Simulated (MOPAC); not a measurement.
MOPAC input (MNDO):

```
MNDO 1SCF CHARGE=-1 GEO-OK AUX(PRECISION=9) THREADS=1
C4H7

C    -1.91608611 1    0.12897384 1   -0.02406549 1
C    -0.50380251 1    0.39037886 1    0.45132899 1
C     0.44953672 1   -0.23011568 1   -0.25094355 1
C     1.93122570 1   -0.12686495 1    0.02827151 1
H    -1.99758564 1   -0.55324551 1   -0.90801092 1
H    -2.42411750 1    1.06593423 1   -0.29487500 1
H    -2.53012608 1   -0.30912531 1    0.77615479 1
H     0.21165144 1   -0.88898661 1   -1.12039148 1
H     2.08760298 1    0.53074106 1    0.88802795 1
H     2.49710396 1    0.28338008 1   -0.82412359 1
H     2.39022800 1   -1.10293036 1    0.25566948 1
```

From the output:

```
                                                       MOPAC v23.2.5 Linux

          FINAL HEAT OF FORMATION =         42.32575 KCAL/MOL =     177.09095 KJ/MOL

          COSMO AREA              =        110.25 SQUARE ANGSTROMS
          COSMO VOLUME            =         93.49 CUBIC ANGSTROMS

          IONIZATION POTENTIAL    =          1.596414 EV
          HOMO LUMO ENERGIES (EV) =         -1.596  8.014
          NO. OF FILLED LEVELS    =         12
          MOLECULAR WEIGHT        =         55.0993         POINT GROUP:  Cs

          MOLECULAR DIMENSIONS (Angstroms)

            Atom       Atom       Distance
            H    11    H     6     5.30895
            H    10    H     7     3.30989
            H     5    H     9     2.78305

          SCF CALCULATIONS        =          1

   ATOM   CHEMICAL          X               Y               Z
  NUMBER   SYMBOL      (ANGSTROMS)     (ANGSTROMS)     (ANGSTROMS)

     1       C         -1.91608611  *   0.12897384  *  -0.02406549  *
     2       C         -0.50380251  *   0.39037886  *   0.45132899  *
     3       C          0.44953672  *  -0.23011568  *  -0.25094355  *
     4       C          1.93122570  *  -0.12686495  *   0.02827151  *
     5       H         -1.99758564  *  -0.55324551  *  -0.90801092  *
     6       H         -2.42411750  *   1.06593423  *  -0.29487500  *
     7       H         -2.53012608  *  -0.30912531  *   0.77615479  *
     8       H          0.21165144  *  -0.88898661  *  -1.12039148  *
     9       H          2.08760298  *   0.53074106  *   0.88802795  *
    10       H          2.49710396  *   0.28338008  *  -0.82412359  *
    11       H          2.39022800  *  -1.10293036  *   0.25566948  *

                             CARTESIAN COORDINATES

   1    C       -1.916086110     0.128973840    -0.024065490
   2    C       -0.503802510     0.390378860     0.451328990
   3    C        0.449536720    -0.230115680    -0.250943550
   4    C        1.931225700    -0.126864950     0.028271510
   5    H       -1.997585640    -0.553245510    -0.908010920
   6    H       -2.424117500     1.065934230    -0.294875000
   7    H       -2.530126080    -0.309125310     0.776154790
   8    H        0.211651440    -0.888986610    -1.120391480
   9    H        2.087602980     0.530741060     0.888027950
  10    H        2.497103960     0.283380080    -0.824123590
  11    H        2.390228000    -1.102930360     0.255669480

           Empirical Formula: C4 H7  =    11 atoms

      MOLECULAR POINT GROUP   :   Cs

                  EIGENVALUES
 -31.31396 -26.40971 -19.85544 -12.55458  -9.49477  -9.17645  -8.80257  -8.70311
  -7.37211  -6.38188  -2.89026  -1.59641   8.01441   9.32966   9.42167   9.62026
   9.98657  10.00442  10.47580  11.07238  11.37855  12.45310  14.03141

              NET ATOMIC CHARGES AND DIPOLE CONTRIBUTIONS

  ATOM NO.   TYPE          CHARGE      No. of ELECS.   s-Pop       p-Pop
    1          C           0.123521        3.8765     1.21518     2.66130
    2          C          -0.471194        4.4712     1.48022     2.99097
    3          C          -0.294872        4.2949     1.21552     3.07935
    4          C           0.136188        3.8638     1.20199     2.66182
    5          H          -0.101036        1.1010     1.10104
    6          H          -0.068088        1.0681     1.06809
    7          H          -0.068088        1.0681     1.06809
    8          H          -0.066097        1.0661     1.06610
    9          H          -0.033162        1.0332     1.03316
   10          H          -0.078587        1.0786     1.07859
   11          H          -0.078587        1.0786     1.07859
 DIPOLE           X         Y         Z       TOTAL
 POINT-CHG.     0.955     0.048     0.157     0.969
 HYBRID        -0.251    -1.100    -1.438     1.828
 SUM            0.704    -1.052    -1.281     1.801

          ATOMIC ORBITAL ELECTRON POPULATIONS

     Atom    s        px        py        pz
    1  C   1.21518   0.98233   0.83979   0.83917
    2  C   1.48022   0.83712   0.97533   1.17852
    3  C   1.21552   0.90880   1.14113   1.02942
    4  C   1.20199   0.94939   0.84915   0.86328
    5  H   1.10104
    6  H   1.06809
    7  H   1.06809
    8  H   1.06610
    9  H   1.03316
   10  H   1.07859
   11  H   1.07859

 **********************
 *                    *
 * JOB ENDED NORMALLY *
 *                    *
 **********************

 == MOPAC DONE ==
```

The dipole moment of an ion depends on the origin.

The geometry given is a B3LYP-D3(BJ)/def2-TZVP minimum.
